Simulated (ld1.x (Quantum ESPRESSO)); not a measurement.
## u(r) = r·R(r): atom against pseudo-atom (Cl)

Columns: radius, all-electron u(r) and pseudo u(r) of the 3p shell (level -8.60 eV) of chlorine in the configuration [Ne] 3s2 3p5; PBE, scalar-relativistic, ultrasoft scheme, ld1.x (Quantum ESPRESSO) 7.5.

```csv
r (bohr),all-electron,pseudo
0.062,0.1014,-0.0044
0.125,0.2471,-0.0179
0.188,0.3374,-0.0399
0.250,0.3596,-0.0693
0.312,0.3270,-0.1055
0.375,0.2547,-0.1483
0.438,0.1584,-0.1958
0.500,0.0520,-0.2461
0.562,-0.0577,-0.2987
0.625,-0.1665,-0.3531
0.688,-0.2687,-0.4076
0.750,-0.3607,-0.4601
0.812,-0.4430,-0.5107
0.875,-0.5164,-0.5593
0.938,-0.5796,-0.6044
1.000,-0.6320,-0.6446
1.062,-0.6751,-0.6803
1.125,-0.7099,-0.7114
1.188,-0.7365,-0.7366
1.250,-0.7554,-0.7554
1.312,-0.7678,-0.7678
1.375,-0.7747,-0.7747
1.438,-0.7764,-0.7764
1.500,-0.7739,-0.7739
1.562,-0.7676,-0.7676
1.625,-0.7582,-0.7582
```

(1) How many radial nodes do the two functions have?

(2) At about which radius was the pseudo-wave matched?

(3) Where does each function peak?

(4) Is the pseudo-wave norm-conserving?

Results:

(1) The all-electron 3p function has n − l − 1 = 1; the pseudo-wave has 0, since the states of the same l below it are removed with the core.

(2) 1.25 bohr, where the columns begin to agree (steps of 0.06 bohr).

(3) Outermost all-electron maximum near 1.44 bohr, pseudo maximum near 1.44 bohr (to the table’s step).

(4) No, it belongs to an ultrasoft set: the norm inside the radius is not constrained, and the difference is carried by the augmentation charge.
